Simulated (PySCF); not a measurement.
B⁺: excitation energy

B⁺ [He] 2s2 (1S) → B⁺ [He] 2s1 2p1 (3P), as a difference of total energies. Computed with PySCF 2.14 in x2c-TZVPPall (5s3p2d1f, 31 functions), with scalar relativity by spin-free X2C-1e. Correlated levels: valence: 1s2 frozen. The calculations carry no spin-orbit coupling.

```tsv
method	excitation energy (cm⁻¹)	error (cm⁻¹)
UHF	25349	-12001
MP2 (valence)	32487	-4863
SCS-MP2 (valence)	34470	-2880
CCSD (valence)	37369	+19
```

Reference: 37350 cm⁻¹ (measured; NIST levels, between the centres of gravity of the two terms).

Errors of the correlated levels include the incompleteness of this basis and the frozen core.

The basis was made for the ground configuration and has no added diffuse functions, so the excitation energy can come out too high.

With two correlated electrons CCSD is exact in that space.

The coupled-cluster amplitudes are large for the lower state (T1 above 0.03 or a double amplitude above 0.15), so a single reference is strained.
